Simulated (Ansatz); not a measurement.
Coupled-cluster diagnostics for [closo-1-(OH)B7H6]2- (B₇OH₇²⁻), Ansatz.

Geometry of the singlet (PBE0-D4/def2-SVPD):

Cartesian coordinates in Å:
```
B -0.179 -1.297 0.708
B 1.275 -0.517 0.489
B -0.207 0.518 0.773
B -0.580 0.733 -1.005
B 1.026 0.742 -0.564
B 0.293 -0.867 -1.002
B -1.321 -0.536 -0.232
H -0.367 -2.278 1.416
H 2.338 -0.819 1.016
O -0.524 1.416 1.884
H -0.562 2.292 1.500
H -1.119 1.528 -1.769
H 1.871 1.543 -0.947
H 0.558 -1.607 -1.941
H -2.501 -0.850 -0.326
```

Correlated methods freeze 8 core orbitals. A multiply charged anion in the gas phase is held together partly by the finite basis.

(1) Estimate the CCSD(T) correlation energy, the shares of MP2 and (T), T1 and the reference's ⟨S²⟩ for: charge -2, singlet, own geometry in def2-SVPD; and the rough time on 4 threads of Intel Xeon on a shared host.

Answers

(1) 
| state | basis | correlation (eV) | MP2 share (%) | (T) share (%) | T1 | ⟨S²⟩ (pure) | wall time | remarks |
| --- | --- | --- | --- | --- | --- | --- | --- | --- |
| charge -2, singlet, own geometry | def2-SVPD | -27.582 | 91.6 | 4.7 | 0.012 | 0.00 (0.00) | 3.2 min | HOMO above zero |
Customary marks for T1 are 0.02 (closed shells), 0.045 (open shells) and about 0.05 (3d metals). T1 stays under 0.02 throughout.
